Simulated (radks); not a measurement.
Results of a calculation; reference values are marked as such.
Task: The table gives one normalised radial function P(r) = r R(r) of Mn5+ in [Ar] 3d2 (r in bohr). Level of theory: scalar-relativistic Kohn-Sham, LDA (Slater exchange, Perdew-Wang correlation), spin-polarised, spherical densities, finite nucleus; open shells are filled with parallel spins first; Fermi nuclear charge, rms radius 3.7057 fm (a radial shooting solver on a logarithmic mesh with Libxc functionals).

r         P
0.005138   0.0000
0.006531   0.0000
0.008237   0.0001
0.01039    0.0002
0.01321    0.0003
0.01665    0.0007
0.021      0.0013
0.0267     0.0025
0.03367    0.0046
0.04246    0.0087
0.05398    0.0163
0.06808    0.0293
0.08585    0.0516
0.1091     0.0898
0.1376     0.1483
0.1736     0.2353
0.2207     0.3610
0.2783     0.5166
0.3509     0.6938
0.4461     0.8717
0.5626     0.9985
0.7096     1.0402
0.902      0.9694
1.138      0.7998
1.435      0.5706
1.824      0.3321
2.3        0.1554
2.9        0.0541

Which n and l does it have? It may be an empty orbital.

Result: n = 3, l = 2: the number of nodes gives n - l - 1 = 0, the rise at small r (about r^(l+1)) gives l, and the extent must fit the shell. The curve is that of 3d down; the table hardly tells the two spins apart. 3d down (empty): eigenvalue -81.329 eV, 0 radial nodes, <r> = 0.911 bohr, 90 % of the charge inside 1.48 bohr.
